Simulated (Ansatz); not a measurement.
Basis sets compared for GeH3(OiPr) (C3H10GeO). Total charge 0; singlet. Geometry PBE0-D4/def2-SVP. Ansatz on 4 threads of Arm Neoverse V2 on a shared host; times are rough, and most runs start from earlier orbitals.

| atom | x (Å) | y (Å) | z (Å) |
| --- | --- | --- | --- |
| C1 | 0.094 | -0.073 | 0.532 |
| C2 | -0.279 | 0.630 | 1.823 |
| C3 | 1.446 | 0.377 | 0.000 |
| Ge4 | -1.127 | -0.777 | -1.883 |
| O5 | -0.939 | 0.188 | -0.397 |
| H6 | -2.573 | -0.527 | -2.331 |
| H7 | -0.130 | -0.318 | -2.967 |
| H8 | -0.880 | -2.261 | -1.532 |
| H9 | 0.146 | -1.165 | 0.733 |
| H10 | -0.337 | 1.717 | 1.655 |
| H11 | 0.463 | 0.435 | 2.612 |
| H12 | -1.263 | 0.286 | 2.172 |
| H13 | 1.714 | -0.159 | -0.925 |
| H14 | 1.422 | 1.455 | -0.227 |
| H15 | 2.244 | 0.192 | 0.735 |

Another isomer (singlet) lies 1.36 eV lower at PBE0-D4/def2-TZVP; other spin states weren't run for this one.

Binding counts from free atoms (C triplet, Ge triplet, O triplet, H doublet) in the same basis, without a counterpoise term.

```
           level  functions  energy (Eh)  HOMO (eV)  LUMO (eV)  binding per atom (eV)  wall time
 PBE-D4/def2-SVP        138   -2271.5962      -5.98      -0.23                   3.81      1.4 s
PBE0-D4/def2-SVP        138   -2271.6808      -7.55       0.64                   3.77      1.9 s
```

Task: Estimate the rows for PBE-D4/def2-TZVP (with forces), PBE0-D4/def2-TZVP.

Result: 
| level | functions | energy (Eh) | HOMO (eV) | LUMO (eV) | binding per atom (eV) | wall time |
| --- | --- | --- | --- | --- | --- | --- |
| PBE-D4/def2-TZVP (with forces) | 232 | -2272.0805 | -6.13 | -0.47 | 3.78 | 2.9 s |
| PBE0-D4/def2-TZVP | 232 | -2272.1599 | -7.65 | 0.40 | 3.74 | 3.9 s |
